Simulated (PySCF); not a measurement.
**A small calculation by hand: entropy of an ideal gas**

Al(H)2(NH2) (AlH4N), SMILES [NH2][AlH2].

Geometry: B3LYP-D3(BJ)/def2-TZVP.

B3LYP-D3(BJ)/def2-TZVP in PySCF gives the harmonic wavenumbers 431, 452, 496, 610, 741, 760, 830, 1575, 1943, 1948, 3566, 3650 cm⁻¹ and the rotational temperatures 4.5790, 0.6278, 0.5521 K. The molar mass is 45.02 g/mol, the symmetry number 2, the spin multiplicity 1.

Work out the entropy at 298.15 K and 1 atm in the rigid-rotor, harmonic-oscillator model.


Translation (Sackur–Tetrode at 1 atm): S = R[1.5 ln M + 2.5 ln T − 1.16487] = 156.2 J/(mol K).
Rotation: q = (√π/σ) T^1.5/√(θA θB θC) = 3620, S = R[ln q + 3/2] = 80.6 J/(mol K).
Vibration: with u = 1.4388 ν/T, each mode gives R[u/(e^u − 1) − ln(1 − e^−u)]:
| ν (cm⁻¹) | modes | u | S (J/(mol K)) |
|---|---|---|---|
| 431 | 1 | 2.08 | 3.58 |
| 452 | 1 | 2.18 | 3.30 |
| 496 | 1 | 2.39 | 2.80 |
| 610 | 1 | 2.94 | 1.81 |
| 741 | 1 | 3.58 | 1.09 |
| 760 | 1 | 3.67 | 1.01 |
| 830 | 1 | 4.01 | 0.77 |
| 1575 | 1 | 7.60 | 0.04 |
| 1943 | 1 | 9.38 | 0.01 |
| 1948 | 1 | 9.40 | 0.01 |
The stiffer modes add less than 0.005 each. Sum 14.4 J/(mol K).
Spin: R ln 1 = 0.0 J/(mol K).
Total 251.3 J/(mol K); the program's own thermochemistry gives 251.2. Translation makes up 62 % and vibration 6 %. Anharmonicity, hindered rotation and orbital degeneracy are left out.
